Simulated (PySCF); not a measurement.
H₆BeOSi₂ (SMILES [SiH3][Be][O][SiH3]), singlet, geometry from GFN2-xTB (such geometries of metal compounds can be far from the true shape). Base run: PySCF with PBE/6-31G, TDA.

Here is a job for PySCF.
```python
from pyscf import gto, scf, dft, tdscf

mol = gto.Mole()
mol.atom = '''
    Be   -0.30212451    0.24686391    0.38072954
    Si   -1.49827937    1.22423402    1.88809311
    H    -1.92995898    0.41989830    3.04275901
    H    -2.78825744    1.79617546    1.46928990
    H    -0.90960370    2.38238032    2.57998523
    O     0.47554916   -0.38856803   -0.59927481
    Si    1.37184541   -1.12092568   -1.72876430
    H     0.44885655   -1.92150083   -2.53326690
    H     2.34528466   -1.94548429   -1.01282256
    H     2.00785904   -0.05669707   -2.50526772
'''
mol.basis = '6-31g'
mol.verbose = 3
mol.build()

mf = dft.RKS(mol)
mf.xc = 'pbe'
mf.kernel()
td = mf.TDA()
td.nstates = 5
td.kernel()
td.analyze()
```

The base run was repeated with changes; each row names its change, and settings that it needs were set with it.

```tsv
change	first excitation (eV)	oscillator strength of the first	second (eV)	core-seconds (rough)
base	6.59	0.054	6.62	20
conv_tol = 1e-3	6.59	0.054	6.62	10
states = triplets	(withheld)	-	(withheld)	20
functional = hf	(withheld)	(withheld)	(withheld)	6
nstates = 2	6.59	0.054	6.62	20
response = full linear response	6.58	0.050	6.62	20
functional = m062x	(withheld)	(withheld)	(withheld)	80
functional = b3lyp	7.12	0.101	7.12	20
guess vectors = 13 for 5 states	6.59	0.054	6.62	20
nstates = 15	6.59	0.054	6.62	20
```

Q: What belongs in the gaps?

A: 
- states = triplets, first excitation (eV): 5.59
- states = triplets, second (eV): 5.59
- functional = hf, first excitation (eV): 7.86
- functional = hf, oscillator strength of the first: 0.196
- functional = hf, second (eV): 7.86
- functional = m062x, first excitation (eV): 7.21
- functional = m062x, oscillator strength of the first: 0.131
- functional = m062x, second (eV): 7.21

An iterative solver can miss low states, so a row lists the states that it found.
